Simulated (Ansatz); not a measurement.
Born–Oppenheimer molecular dynamics of BFH3NO (7 atoms, charge 0, multiplicity 1). It starts from a relaxed structure.

The calculation used RKS BHLYP-D4/STO-3G in Ansatz.

- ensemble: NVT, Langevin thermostat
- time step: 0.5 fs
- steps asked: 100
- set temperature: 300 K
- friction: 0.02 /fs
- seed: 216094

First frame:

```xyz
7
Properties=species:S:1:pos:R:3
B -0.033 -0.175 0.100
F -0.170 -0.238 1.414
O 1.252 -0.201 -0.396
H 1.218 -0.148 -1.392
N -1.180 -0.087 -0.726
H -2.132 -0.068 -0.350
H -1.159 -0.034 -1.749
```

Task: What does the run give?

Result: All steps were run.

| Quantity | Value |
| --- | --- |
| steps done | 100 |
| time covered | 50 fs |
| mean temperature over the second half | 300 K |
| spread of the potential energy over the second half | 4.1 meV per atom |
| mean potential energy of the second half above the start | 18.8 meV per atom |

A run of 0.05 ps of so small a system gives no equilibrium averages. Limits of this set-up: minimal basis.

Task: What happens to the structure?

Result: The same pairs are bonded in the first frame and the last. Pairs count as bonded within 1.25 times the sum of covalent radii (0.12 Å more for H–H). The details hang on the random start.

Task: How do temperature and energy run in time?

Result: 
```json
{"time (fs)": "0", "T (K)": "257", "potential energy less start (eV)": "0.000"}
{"time (fs)": "2.5", "T (K)": "144", "potential energy less start (eV)": "0.097"}
{"time (fs)": "5", "T (K)": "227", "potential energy less start (eV)": "0.085"}
{"time (fs)": "7.5", "T (K)": "235", "potential energy less start (eV)": "0.077"}
{"time (fs)": "10", "T (K)": "245", "potential energy less start (eV)": "0.148"}
{"time (fs)": "12.5", "T (K)": "228", "potential energy less start (eV)": "0.113"}
{"time (fs)": "15", "T (K)": "165", "potential energy less start (eV)": "0.189"}
{"time (fs)": "17.5", "T (K)": "322", "potential energy less start (eV)": "0.130"}
{"time (fs)": "20", "T (K)": "258", "potential energy less start (eV)": "0.158"}
{"time (fs)": "22.5", "T (K)": "293", "potential energy less start (eV)": "0.149"}
{"time (fs)": "25", "T (K)": "354", "potential energy less start (eV)": "0.107"}
{"time (fs)": "27.5", "T (K)": "311", "potential energy less start (eV)": "0.158"}
{"time (fs)": "30", "T (K)": "266", "potential energy less start (eV)": "0.118"}
{"time (fs)": "32.5", "T (K)": "300", "potential energy less start (eV)": "0.085"}
{"time (fs)": "35", "T (K)": "242", "potential energy less start (eV)": "0.128"}
{"time (fs)": "37.5", "T (K)": "272", "potential energy less start (eV)": "0.114"}
{"time (fs)": "40", "T (K)": "266", "potential energy less start (eV)": "0.173"}
{"time (fs)": "42.5", "T (K)": "351", "potential energy less start (eV)": "0.139"}
{"time (fs)": "45", "T (K)": "326", "potential energy less start (eV)": "0.136"}
{"time (fs)": "47.5", "T (K)": "297", "potential energy less start (eV)": "0.169"}
{"time (fs)": "50", "T (K)": "332", "potential energy less start (eV)": "0.092"}
```

Time of the run: 96 s on 1 thread of Arm Neoverse V1, on a shared host, peak memory 0.079 GiB.
